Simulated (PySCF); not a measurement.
# Tm(64+): ionisation energy

Tm(64+) [He] 2s2 2p1 (2P) → Tm(65+) [He] 2s2 (1S), as a difference of total energies. All numbers are calculated (PySCF 2.14, the spin-free X2C one-electron Hamiltonian (Gaussian nucleus), in an uncontracted even-tempered set (19 s from 40 bohr⁻², ratio 2.2; 13 p from 52 bohr⁻², ratio 2.2; 5 d from 200 bohr⁻², ratio 2.4; 5 f from 290 bohr⁻², ratio 2.4; 4 g from 440 bohr⁻², ratio 2.4)). Correlated levels: nothing frozen; virtual orbitals above 40 to 60 times the deepest correlated orbital energy dropped. The calculations carry no spin-orbit coupling.

```tsv
method	ionisation energy (eV)
UHF	15310.4
LDA	15300.5
PBE	15312.1
PBE0	15311.9
r2SCAN	15315.5
revPBE	15311.8
BP86	15314.7
MP2 (all electrons)	15310.1
SCS-MP2 (all electrons)	15309.8
```

A first-order spin-orbit estimate (lowest level to lowest level, LS coupling) adds 666.7 eV.

For this ion Breit and QED terms and the two-electron picture change, all absent here, outweigh the differences among the correlated methods.

First order in ζ underestimates the shift of j = l − 1/2 levels at high Z.

For comparison: 16036 ± 24 eV (theoretical estimate listed by NIST; NIST Atomic Spectra Database, ionization energies).
